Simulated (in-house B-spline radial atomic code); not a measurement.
Results of a calculation; reference values are marked as such.
## P ion on In atom: potential, deflection and energy transfer

The pair potential comes from two frozen, spherical free-atom densities (PBE, B-spline radial code, scalar-relativistic past argon): electrostatics plus the change in Thomas-Fermi kinetic and Dirac exchange energy where they overlap, the recipe behind the universal ZBL potential, which averages such potentials (from solid-state densities) over many pairs. It is written V = (Z1 Z2 e²/r) φ(r/a), with e² = 14.3996 eV·Å and a = 0.46850 Å/(Z1^0.23 + Z2^0.23); ZBL's fit is φ = 0.18175 e^(−3.1998x) + 0.50986 e^(−0.94229x) + 0.28022 e^(−0.4029x) + 0.02817 e^(−0.20162x). Where φ falls below 4e-4 it is continued as an exponential.

Masses 30.97 and 114.82 u.

```tsv
x = r/a	φ, this pair	φ, ZBL
0.1	0.8879	0.8928
0.5	0.6145	0.6096
1.5	0.3048	0.2995
3	0.1353	0.1292
5	0.05544	0.05224
8	0.01804	0.01705
12	0.005218	0.00474
17	0.001334	0.001212
```

Question: At x = 5 the electrostatic, kinetic and exchange parts are 127.0, 1045.04 and -92.02 eV. Find r, V and φ.

Answer: a = 0.46850/(1.8642 + 2.4476) = 0.10865 Å, so r = 0.54327 Å. V = 127.0 + 1045.04 + (-92.02) = 1080.02 eV. The bare repulsion is 15 × 49 × 14.3996/0.54327 = 19482 eV, so φ = 0.0554, +6.1 % against ZBL's 0.0522. The kinetic (Pauli) term is 97 % of V here.

Question: The ion comes in at 12.37 keV with impact parameter 0.0543 Å. The scattering integral gives a centre-of-mass angle of 140.1° and a closest approach of 2.176 a. What are the reduced energy, the energy passed on and the laboratory angles?

Answer: ε = E a M2/(Z1 Z2 e² (M1 + M2)) = 12370 × 8.0853e-06 = 0.1. The most that one collision can pass on is γE with γ = 4 M1 M2/(M1 + M2)² = 0.6692. Here T = γE sin²(θ/2) = 0.6692 × 12370 × 0.8838 = 7315 eV. The ion turns by arctan(sin θ/(cos θ + M1/M2)) = 127.8° (second quadrant: it bounces back), and the struck atom leaves at (180° − θ)/2 = 19.9°. The closest approach is 0.236 Å. With ZBL the angle would be 139.86° and T = 7302 eV.
